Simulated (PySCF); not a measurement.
## Identify the compound

An unknown has the formula C₆H₇F₃OSi. Its calculated NMR data are:

$^{1}$H NMR (400 MHz, computed): δ 7.21 (m, 2H), 5.90 (m, 2H), 5.17 (m, 1H), 4.30 (m, 2H).

$^{13}$C{$^{1}$H} NMR (computed): δ 157.7 (CH, 2C), 133.4 (C), 132.1 (CH, 2C), 67.8 (CH2).

Method: GFN2-xTB structure, σ from GIAO-PBE0/pcSseg-1, in PySCF (rapidly exchanging positions averaged, one computed conformer, non-relativistic Hamiltonian, gas phase).

Scale: TMS for $^{1}$H (σ = 31.72 ppm) and $^{13}$C (σ = 186.93 ppm) (reference shieldings calculated alike).

**Question.** Propose a structure and justify it.

**Answer.** 
1. The formula gives 3 degrees of unsaturation (1 ring in the answer).
2. 4 carbon signals for 6 carbons: some carbons are equivalent by symmetry or fast rotation.
3. Carbon types of the structure: 1 × C, 4 × CH, 1 × CH2, leaving 1 H on heteroatoms.
4. δC 157.7, 132.1: alkene CH; an sp2 carbon of a C=C bond.
5. δC 133.4: CF3 carbon; 3 electronegative neighbours deshield it.
6. δC 67.8: sp3 CH2 bonded to O; pulled downfield by the heteroatom.
7. δH 7.21, 5.90: hydrogen on an alkene CH; a vinylic proton, deshielded by the sp2 carbon and the C=C anisotropy.
8. δH 5.17: hydrogen on a silicon bonded to 2 C, O, in a 5-membered ring.
9. δH 4.30: hydrogen on an sp3 CH2 bonded to O; its carbon carries O, an electronegative neighbour.

The compound is SMILES FC(F)(F)CO[SiH]1C=CC=C1.

The shifts were computed for this structure.

Splittings by $^{19}$F in the carbon and heteronuclear signals aren't shown, as no couplings were computed. Shifts are as computed. Against solution values, carbons near 30 ppm lie about +3 ppm off and those near 130 ppm about +5 ppm. Of 1211 compounds with measured shifts, 218 miss one by over three times the rms of a fit or turn the order of signals round; such compounds aren't used in these exercises. No couplings were computed; multiplicities are counted from neighbouring protons, with m where these are inequivalent, close in shift, in a saturated or five-membered ring or joined by F or P, and br s for small geminal =CH2 splittings.
